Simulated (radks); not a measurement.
Task: All-electron atom: Eu in [Xe] 4f7 6s2. Calculated with a radial shooting solver on a logarithmic mesh with Libxc functionals: scalar-relativistic Kohn-Sham, PBEsol, spin-polarised, spherical densities, finite nucleus; open shells are filled with parallel spins first (spin-orbit coupling, left out, can overturn this in heavy ions); Fermi nuclear charge, rms radius 5.1115 fm. Some entries of the table are withheld. Estimate them.

orbital,occ.,eigenvalue (eV),<r^2> (bohr^2)
1s up,1,-48341.09,0.0006797
1s down,1,-48341.09,0.0006797
2s up,1,-7937.739,0.01069
2s down,1,-7937.684,0.01069
2p up,3,-7073.781,0.008594
2p down,3,-7073.743,0.008594
3s up,1,-1746.488,0.07128
3s down,1,-1744.162,0.07116
3p up,3,-1477.547,0.07141
3p down,3,-1475.234,0.07126
3d up,5,-1117.330,0.06013
3d down,5,-1115.545,0.05995
4s up,1,-347.9058,0.3621
4s down,1,-342.3764,0.3620
4p up,3,-259.4413,0.4093
4p down,3,-253.9265,0.4093
4d up,5,-136.1723,0.4974
4d down,5,-130.6850,0.4990
5s up,1,-45.7161,(1)
5s down,1,-42.5896,(2)
5p up,3,(3),2.978
5p down,3,(4),3.148
4f up,7,-4.1312,1.247
6s up,1,-3.7390,(5)
6s down,1,-3.4778,(6)

Result: 
(1) 5s up <r^2> (bohr^2): 2.123
(2) 5s down <r^2> (bohr^2): 2.202
(3) 5p up eigenvalue (eV): -24.5736
(4) 5p down eigenvalue (eV): -22.2533
(5) 6s up <r^2> (bohr^2): 20.02
(6) 6s down <r^2> (bohr^2): 21.54
